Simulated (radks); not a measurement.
Question: Coherent X-ray form factor from a spherical all-electron density. Method: non-relativistic Kohn-Sham, PBE, spin-polarised, spherical densities, point nucleus; computed with a radial shooting solver on a logarithmic mesh with Libxc functionals.

| sin(theta)/lambda (1/angstrom) | f0 (electrons) |
|---|---|
| 0.05 | 62.424 |
| 0.1 | 60.780 |
| 0.15 | 58.290 |
| 0.2 | 55.254 |
| 0.25 | 51.971 |
| 0.3 | 48.684 |
| 0.4 | 42.653 |
| 0.5 | 37.602 |
| 0.6 | 33.379 |
| 0.8 | 26.651 |
| 1 | 21.787 |
| 1.25 | 17.892 |
| 1.5 | 15.473 |
| 2 | 11.927 |

The species is in the configuration that NIST lists as its ground one. Which atom or ion scatters so?

Answer: The holmium ion Ho4+, [Xe] 4f9. Extrapolating in s^2 from the first two rows gives f0(0) = 63.0, near the electron count 63; among species with that count, the fall with angle is slower the higher Z, and the table is that of Z = 67; from so few rows the species is fixed only to a neighbour or two.
